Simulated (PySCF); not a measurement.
# Heteronuclear NMR

Geometry:
| atom | x (Å) | y (Å) | z (Å) |
| --- | --- | --- | --- |
| C1 | 0.010 | 2.704 | -1.548 |
| N2 | -0.397 | 1.540 | -1.728 |
| Si3 | -0.038 | 0.011 | -1.007 |
| Cl4 | 0.586 | -1.123 | -2.576 |
| C5 | 1.269 | -0.041 | 0.302 |
| C6 | 2.116 | -0.058 | 1.160 |
| C7 | 3.131 | -0.091 | 2.186 |
| C8 | -1.656 | -0.660 | -0.299 |
| C9 | -2.796 | 0.014 | -0.360 |
| C10 | -1.576 | -2.014 | 0.337 |
| H11 | 0.760 | 2.995 | -0.808 |
| H12 | -0.396 | 3.506 | -2.161 |
| H13 | 2.829 | -0.766 | 2.987 |
| H14 | 4.072 | -0.443 | 1.764 |
| H15 | 3.278 | 0.906 | 2.600 |
| H16 | -3.716 | -0.385 | 0.039 |
| H17 | -2.855 | 0.988 | -0.815 |
| H18 | -2.547 | -2.335 | 0.708 |
| H19 | -0.868 | -1.995 | 1.166 |
| H20 | -1.212 | -2.744 | -0.385 |

PySCF 2.14 calculation with σ from GIAO-PBE0/pcSseg-1 and geometry from GFN2-xTB; rapidly exchanging positions averaged, in vacuum, relativity neglected, one computed conformer.

Problem. Predict the ²⁹Si NMR data.

Solution. 
```
atoms                   environment  σ (ppm)  δ (ppm)
  Si3  silicon bonded to 2 C, Cl, N    384.5    -36.0
```

Shieldings were converted by a linear fit to measured shifts: ²⁹Si: δ = 279.94 − 0.822σ (rms 8.9 ppm, 72 shifts, 25.8 ppm with the 6 outliers that the fit left out vs TMS, solution or neat liquid). Occasional misses reach two or three times the rms, and more in compound classes unlike the fitted ones.

On a 500 MHz spectrometer ²⁹Si resonates near 99.3 MHz, so 1 ppm is 99.3 Hz.

Problem. Where does ¹⁵N resonate?

Solution. 
| atoms | environment | σ (ppm) | δ (ppm) |
| --- | --- | --- | --- |
| N2 | imine nitrogen | -153.8 | -6.4 |

Shieldings were converted by a linear fit to measured shifts: ¹⁵N (scatter 6.3 ppm rms vs CH3NO2, solution or neat liquid). A few per cent of atoms miss by over 2 rms, more outside the fitted compound classes.

On a 400 MHz spectrometer ¹⁵N resonates near 40.5 MHz, so 1 ppm is 40.5 Hz.
